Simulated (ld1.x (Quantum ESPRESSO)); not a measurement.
**Before and after: TM potential for W**

W, norm-conserving Troullier–Martins (Kleinman–Bylander form), made with ld1.x (Quantum ESPRESSO) 7.5 (PBE, scalar-relativistic). Core [Xe] 4f14, reference 5d4 6s2 6p0. Waves: 6s (bound): rc 2.65 bohr; 6p (bound, empty): rc 2.90 bohr; 5d (bound): rc 1.55 bohr. Local part: all-electron potential smoothed inside 1.40 bohr (lloc = -1). Core correction: Bessel-smoothed model core, default radius (core density twice the valence density).

All-electron outer shells of the reference configuration (PBE, scalar-relativistic, ld1.x):

```csv
shell,level (eV),outermost node (bohr),outermost maximum (bohr)
5p,-43.20,0.57,1.09
4f,-33.21,–,0.43
6s,-5.71,1.28,2.67
5d,-4.48,0.63,1.49
6p,-1.36,1.54,3.75
```

Change: wave 6s (bound): rc 2.65 bohr becomes 6s (bound): rc 4.00 bohr.

Cutoffs: the cutoffs (Ry, on a coarse ladder) from which the occupation-weighted sum of valence levels, in a spherical-Bessel basis at the reference potential, stays within 10 and 1 mRy of its value at 400 Ry; they do not see the model core or the augmentation charge, which bear on the density cutoff. Errors are all-electron minus pseudo energies relative to the spin-unpolarised reference configuration.

Problem. What does the change do?

Solution. The potential gets neither clearly harder nor softer (30 Ry and 45 Ry → 30 Ry and 50 Ry); both files keep a bound ghost (p, s); the number of tests that count goes from 7 to 6; of the 6 tests that both files solve, the error grows in 5 and shrinks in 0 by more than 15 % and 0.3 meV (median size 12.7 → 60.5 meV). More of the atom is replaced by a form fitted at one configuration, so other configurations suffer.

```csv
quantity,base,changed
"cutoff, loose",30 Ry,30 Ry
"cutoff, tight",45 Ry,50 Ry
bound ghosts,"s, p","s, p"
"tests counted (converged, no solver errors)",7 of 7,6 of 7
"error for 5d4 6s1 6p0, meV [ΔE 8.88 eV]",-11,-14
"error for 5d4 6s0 6p0, meV [ΔE 24.56 eV]",-52,-139
"error for 5d3 6s0 6p0, meV [ΔE 49.94 eV]",-123,-524
"error for 5d4 6s0 6p2, meV [ΔE 9.26 eV]",-14,-101
"error for 5d4 6s1.5 6p0, meV [ΔE 3.63 eV]",-3.0,-2.7
"error for 5d4 6s1 6p1, meV [ΔE 4.50 eV]",-3.8,-20
```

Changed file: Tests not counted: 5d4 6s0 6p1 (solver errors, printed error -2.8 eV). A true bound ghost makes a file unfit for plane-wave use even where its test errors are small: the radial tests pick states by their node count and pass the ghost by. Where a test does run into it, the solver fails or the error is huge.
